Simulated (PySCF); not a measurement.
Computed shifts of a molecule C2H6GeO2, PBE/pcSseg-1 run with PySCF, GIAO, gas phase, atoms alike by connectivity averaged where their shifts nearly agree, in ppm (number of nuclei): ¹³C: 177.6 (1), 23.7 (1). ¹H: 5.45 (3), 2.37 (3). References: ⁷³Ge against GeH4 (σ = 1614.4 ppm); ¹⁷O against H2O (σ = 334.3 ppm); ¹³C against TMS (σ = 182.0 ppm); ¹H against TMS (σ = 31.49 ppm), references at their B3LYP-D3(BJ)/def2-TZVP geometries, non-relativistic. Geometry: B3LYP-D3(BJ)/def2-SVP. One conformer was computed; it need not be the lowest.

**Question.** Identify the compound among the candidates.
A. C1C[O][GeH2][O]1
B. [CH3][Ge@@H]([OH])[CH]=O
C. CC(=O)[O][GeH3]
D. C1O[CH2][GeH2][O]1

**Answer.** C, CC(=O)[O][GeH3]
